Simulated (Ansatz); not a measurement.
Basis sets compared for Ca2Cl2⁺ (the lowest doublet isomer of a short search). The state is a doublet with charge 1. Geometry r2SCAN-D4/def2-TZVP. Ansatz on 4 threads of Arm Neoverse V1 on a shared host; times are rough, and most runs start from earlier orbitals.

```xyz
4

Ca    1.3489    0.8427   -1.0113
Ca   -1.3483   -0.8411    1.0111
Cl   -1.1180    0.1443   -1.3699
Cl    1.1175   -0.1459    1.3701
```

The 6-31G sets use Cartesian d functions. The structure comes from a short search, and lower isomers may exist.

```csv
level,functions,energy (Eh),HOMO (eV),LUMO (eV),wall time
HF/STO-3G,44,-2249.1969,-7.27,-3.74,0.3 s
HF/6-31G,84,-2272.4184,-8.16,-4.91,1.3 s
PBE-D4/def2-SVP,84,-2274.2989,-7.02,-6.64,1.9 s
PBE0-D4/def2-SVP,84,-2274.4669,-7.38,-6.28,2.6 s
```

Q: Estimate the rows for PBE-D4/def2-TZVP, PBE0-D4/def2-TZVP.

A: 
```json
{"level": "PBE-D4/def2-TZVP", "functions": "146", "energy (Eh)": "-2274.7793", "HOMO (eV)": "-7.01", "LUMO (eV)": "-6.62", "wall time": "3 s"}
{"level": "PBE0-D4/def2-TZVP", "functions": "146", "energy (Eh)": "-2274.9416", "HOMO (eV)": "-7.37", "LUMO (eV)": "-6.26", "wall time": "4.6 s"}
```
